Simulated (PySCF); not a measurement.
Isomers of C6H12ClFO, mass 154.056 u with the commonest isotopes. Computed with PBE0/pcSseg-1 in PySCF (dipole) on a GFN2-xTB geometry, gas phase. One conformer each, none proved a minimum here; rigid rotors.

Question: Order these by rotational constant A, smallest first.
A. `[CH3:1][O:2][C@@H:3]([CH3:4])[C@H:5]([Cl:6])[CH2:7][CH2:8][F:9]` with C1–O2–C3–C4 81°, O2–C3–C5–Cl6 72°, C3–C5–C7–C8 -173°, C5–C7–C8–F9 68°
B. `[CH3:1][CH2:2][C@@H:3]([CH2:4][O:5][CH3:6])[C@@H:7]([F:8])[Cl:9]` with C1–C2–C3–C4 73°, C2–C3–C4–O5 -175°, C3–C4–O5–C6 180°, C2–C3–C7–F8 -53°
C. `[CH3:1][CH2:2][C@@H:3]([O:4][CH3:5])[C@@:6]([CH3:7])([F:8])[Cl:9]` with C1–C2–C3–O4 60°, C2–C3–O4–C5 -164°, C2–C3–C6–C7 47°
D. `[CH3:1][CH:2]([CH3:3])[O:4][C@@H:5]([CH3:6])[C@@H:7]([F:8])[Cl:9]` with C1–C2–O4–C5 156°, C2–O4–C5–C6 142°, O4–C5–C7–F8 65°

Answer: B (1495 MHz), C (1620 MHz), A (1874 MHz), D (2425 MHz).

Question: Order these by radius of gyration √(Σ m r²/M), largest first.
A. `[CH3:1][O:2][C@@H:3]([CH3:4])[C@H:5]([Cl:6])[CH2:7][CH2:8][F:9]` with C1–O2–C3–C4 81°, O2–C3–C5–Cl6 72°, C3–C5–C7–C8 -173°, C5–C7–C8–F9 68°
B. `[CH3:1][O:2][CH2:3][C@:4]([CH3:5])([F:6])[CH2:7][CH2:8][Cl:9]` with C1–O2–C3–C4 179°, O2–C3–C4–C5 -73°, C3–C4–C7–C8 58°, C4–C7–C8–Cl9 172°
C. `[CH3:1][CH2:2][C@@H:3]([O:4][CH3:5])[C@@:6]([CH3:7])([F:8])[Cl:9]` with C1–C2–C3–O4 60°, C2–C3–O4–C5 -164°, C2–C3–C6–C7 47°
D. `[CH3:1][CH2:2][C@@H:3]([CH2:4][O:5][CH3:6])[C@@H:7]([F:8])[Cl:9]` with C1–C2–C3–C4 73°, C2–C3–C4–O5 -175°, C3–C4–O5–C6 180°, C2–C3–C7–F8 -53°

Answer: B (2.425 Å), D (2.337 Å), A (2.305 Å), C (2.077 Å).

Question: Order these by out-of-plane moment Σ m c² = (Ia + Ib − Ic)/2, smallest first.
A. `[CH3:1][CH2:2][C@@H:3]([CH2:4][O:5][CH3:6])[C@@H:7]([F:8])[Cl:9]` with C1–C2–C3–C4 73°, C2–C3–C4–O5 -175°, C3–C4–O5–C6 180°, C2–C3–C7–F8 -53°
B. `[CH3:1][O:2][CH2:3][C@:4]([CH3:5])([F:6])[CH2:7][CH2:8][Cl:9]` with C1–O2–C3–C4 179°, O2–C3–C4–C5 -73°, C3–C4–C7–C8 58°, C4–C7–C8–Cl9 172°
C. `[CH3:1][O:2][C@@H:3]([CH3:4])[C@H:5]([Cl:6])[CH2:7][CH2:8][F:9]` with C1–O2–C3–C4 81°, O2–C3–C5–Cl6 72°, C3–C5–C7–C8 -173°, C5–C7–C8–F9 68°
D. `[CH3:1][CH:2]([CH3:3])[O:4][C@@H:5]([CH3:6])[C@@H:7]([F:8])[Cl:9]` with C1–C2–O4–C5 156°, C2–O4–C5–C6 142°, O4–C5–C7–F8 65°
E. `[CH3:1][CH2:2][C@@H:3]([O:4][CH3:5])[C@@:6]([CH3:7])([F:8])[Cl:9]` with C1–C2–C3–O4 60°, C2–C3–O4–C5 -164°, C2–C3–C6–C7 47°

Answer: D (50.46 u·Å²), B (64.22 u·Å²), C (69.69 u·Å²), A (71.28 u·Å²), E (111.08 u·Å²).

```csv
SMILES,point group,Ia (u·Å²),Ib (u·Å²),Ic (u·Å²),κ,μa (D),μb (D),μc (D)
CC[C@@H](COC)[C@@H](F)Cl,C1,338.08,574.60,770.11,-0.47,2.84,1.29,0.01
CC[C@@H](OC)[C@@](C)(F)Cl,C1,311.89,463.70,553.43,-0.50,1.11,1.25,1.69
COC[C@](C)(F)CCCl,C1,312.78,657.24,841.58,-0.67,3.21,1.02,0.22
CO[C@@H](C)[C@H](Cl)CCF,C1,269.74,618.16,748.51,-0.76,2.14,1.32,0.31
CC(C)O[C@@H](C)[C@@H](F)Cl,C1,208.38,692.24,799.70,-0.89,1.43,0.99,0.13
```
